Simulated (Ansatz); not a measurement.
Reaction (formal exchange of groups at a B–Al bond): `[CH3][GeH2][BH][AlH2]` + CH₄ → `C[BH][GeH2][CH3]` + `[AlH3]`

Computed with Ansatz on PBE0-D4/def2-TZVP structures; ΔE is electronic, products minus reactants. CCSD(T)/CBS is the MP2 limit (def2-TZVPP, def2-QZVPP) plus CCSD(T) − MP2 in def2-TZVPP, frozen cores. This one scheme is used for every species. DFT in def2-TZVPP. B3LYP here is the variant with VWN-RPA as its local correlation; programs differ in this. For Ge outer-core shells are correlated without core-valence functions, which leaves a few kJ/mol of doubt a bond. Scalar relativity is left out up to krypton. Each species was taken in one conformer, which may not be the lowest.

```csv
level,ΔE (kcal/mol),difference from CCSD(T)/CBS
PBE-D4,-1.9,1.3
r2SCAN-D4,-2.9,0.3
PBE0-D4,-2.7,0.5
B3LYP-D4,-3.6,-0.4
ωB97X-V,-4.1,-0.9
ωB97M-V,-4.8,-1.6
B2PLYP,-3.9,-0.7
PBE,-1.9,1.3
r2SCAN,-2.8,0.4
PBE0,-2.6,0.6
B3LYP,-3.5,-0.3
HF/def2-TZVPP,-4.6,-1.4
MP2/def2-TZVPP,-4.7,-1.5
SCS-MP2/def2-TZVPP,-4.6,-1.4
CCSD/def2-TZVPP,-3.4,-0.2
CCSD(T)/def2-TZVPP,-3.2,0.0
HF/def2-QZVPP,-4.7,-1.5
MP2/def2-QZVPP,-4.7,-1.5
SCS-MP2/def2-QZVPP,-4.6,-1.4
HF/CBS(def2),-4.7,-1.5
MP2/CBS(def2),-4.7,-1.5
CCSD/CBS(def2),-3.4,-0.2
CCSD(T)/CBS,-3.2,0
```

Largest T1 diagnostic among the species: 0.012.

From PBE to PBE0 (25 % exact exchange), in def2-TZVPP and without D4, ΔE moves by −0.8 kcal/mol.
